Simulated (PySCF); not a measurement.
# What a mistake does to a calculation on BCH6OSi cation

All numbers below are calculated, not measured. The program is PySCF 2.14.0, an open-source quantum chemistry code, run on an isolated molecule that a program drew, which may never have been made. The molecule is BCH6OSi cation (charge +1, singlet), drawn as the SMILES string `B[Si+](C)O`.

Each row is a Hartree-Fock (HF) and frozen-core CCSD(T) single point in the cc-pV(D+d)Z basis, meant for a local HF minimum. Run 1 is clean. Each other run has one planted mistake out of seven kinds, and not every kind appears here: one electron removed, one electron added, multiplicity raised by two, geometry at a saddle point, minimal basis STO-3G, one bond length entered in bohr, all coordinates scaled. The reference is restricted for singlets and unrestricted otherwise, and also for a bond in bohr. Adding or removing an electron swaps singlet and doublet. Electrons count all cores. HOMO and LUMO are orbital energies over both spins, the gradient is its largest component, and the lowest frequency (negative if imaginary) is given only where the gradient is small. Bond lengths are over the 9 bonds as drawn. T1 is the CCSD diagnostic: over 0.02 (restricted) or 0.045 (unrestricted) a single reference is doubtful.

Geometry of the clean run:
```xyz
10
BCH6OSi cation, angstrom
B    -3.1507   -1.4754    0.2897
Si   -1.8385   -0.0244   -0.2729
C    -2.2757    1.6467   -0.8685
O    -0.2797   -0.3034   -0.2252
H    -3.5655   -2.2231   -0.5380
H    -3.4752   -1.5398    1.4329
H    -1.3824    2.2610   -0.9879
H    -2.7885    1.5618   -1.8331
H    -2.9685    2.1268   -0.1708
H     0.1956   -1.0836    0.0362
```

```
run  electrons  basis functions  <S^2>  HOMO (eV)  LUMO (eV)  gradient (hartree/bohr)  lowest frequency (cm^-1)  mean bond (Å)  longest bond (Å)      T1  HF (hartree)  CCSD(T) (hartree)                     mistake
  1         38               95  0.000     -17.13      -4.23                  4.6e-05                        26         1.3398             2.036  0.0141    -429.61427         -430.16094                    no fault
  2         38               95  2.017     -13.30      -7.80                  2.6e-02                         -         1.3398             2.036  0.0203    -429.46953         -430.01810  multiplicity raised by two
  3         38               95  0.000     -17.56      -4.28                  7.7e-02                         -         1.2433             1.889  0.0120    -429.55690         -430.09070                           ?
  4         37               95  0.788     -25.22     -14.89                  8.7e-02                         -         1.3398             2.036  0.0246    -429.02594         -429.55955                           ?
```

**Which mistake was planted in run 3, and what did it cost?**

The mean and the longest bond both change by the same factor, 0.928, and the gradient is no longer small. So the mistake is: all coordinates scaled. Subtracting run 1 and multiplying by 627.51 kcal/mol a hartree, the energy moved by 36.0 kcal/mol in HF and 44.1 kcal/mol in CCSD(T).

**Which mistake was planted in run 4, and what did it cost?**

It counts 37 electrons, one fewer than the clean run, at the same geometry and basis. So the mistake is: one electron removed. Subtracting run 1 and multiplying by 627.51 kcal/mol a hartree, the energy moved by 369.2 kcal/mol in HF and 377.4 kcal/mol in CCSD(T).

